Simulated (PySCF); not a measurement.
# Bromine: a sound run and one with changed settings

Sound run: Br [Ar] 3d10 4s2 4p5, Br⁺ [Ar] 3d10 4s2 4p4. Computed with PySCF 2.14 in aug-cc-pVDZ-PP with ECP10MDF (5s4p3d, 32 functions), with a scalar-relativistic core potential. The sound run starts from symmetry-adapted Hartree-Fock orbitals and uses a fine grid where one is needed.

Changed run: 6 angular points. This setting is unsound on purpose.

```json
{"species": "Br", "method": "UHF", "sound run (hartree)": "-415.47480", "changed run (hartree)": "-415.47480", "converged": "yes"}
{"species": "Br", "method": "B3LYP", "sound run (hartree)": "-416.86194", "changed run (hartree)": "-417.18351", "converged": "yes"}
{"species": "Br", "method": "r2SCAN", "sound run (hartree)": "-416.67026", "changed run (hartree)": "-417.44355", "converged": "yes"}
{"species": "Br⁺", "method": "UHF", "sound run (hartree)": "-415.07975", "changed run (hartree)": "-415.07975", "converged": "yes"}
{"species": "Br⁺", "method": "B3LYP", "sound run (hartree)": "-416.42458", "changed run (hartree)": "-416.74411", "converged": "yes"}
{"species": "Br⁺", "method": "r2SCAN", "sound run (hartree)": "-416.23450", "changed run (hartree)": "-417.01284", "converged": "yes"}
```

Ionisation energy of Br:

```csv
method,sound run (eV),changed run (eV)
UHF,10.750,10.750
B3LYP,11.901,11.957
r2SCAN,11.858,11.720
```

A coarse angular grid integrates products of high-l functions wrongly, so density functionals can shift, and the SCF can exploit the error; Hartree-Fock and MP2 need no grid.

For comparison, NIST gives 11.814 eV between the lowest levels.
